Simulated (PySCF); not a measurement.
## Assignment exercise: C₃H₅F₅OSi

Atoms are numbered as in `[F:1][C:2]([F:3])([F:4])[C:5]([F:6])([F:7])[CH2:8][O:9][SiH3:10]`. Each H is labelled by its parent atom.

[PySCF 2.14: σ from GIAO-PBE0/pcSseg-1; geometry: GFN2-xTB; gas phase; single conformer; equivalent nuclei averaged; relativity neglected]

Referencing at the same level of theory: $^{13}$C, $^{1}$H vs TMS.

(1) Assign these signals to the numbered atoms. $^{13}$C{$^{1}$H} NMR (computed): δ 128.7 (C), 121.4 (C), 67.1 (CH2).

(2) Assign these signals to the numbered atoms. $^{1}$H NMR (400 MHz, computed): δ 4.98 (s, 3H), 4.24 (m, 2H).

## Answers

(1) 
128.7 → C2, CF3 carbon: 3 electronegative neighbours deshield it
121.4 → C5, fully substituted sp3 carbon bonded to 2 F: 2 electronegative neighbours deshield it
67.1 → C8, sp3 CH2 bonded to O: pulled downfield by the heteroatom

(2) 
4.98 → H(Si10), hydrogen on a silicon bonded to O
4.24 → H(C8), hydrogen on an sp3 CH2 bonded to O: its carbon carries O, an electronegative neighbour

Splittings by $^{19}$F in the carbon and heteronuclear signals aren't shown, as no couplings were computed. Shifts are as computed. Against solution values, carbons near 30 ppm lie about +3 ppm off and those near 130 ppm about +5 ppm. Of 1211 compounds with measured shifts, 218 miss one by over three times the rms of a fit or turn the order of signals round; such compounds aren't used in these exercises. No couplings were computed; multiplicities are counted from neighbouring protons, with m where these are inequivalent, close in shift, in a saturated or five-membered ring or joined by F or P, and br s for small geminal =CH2 splittings.
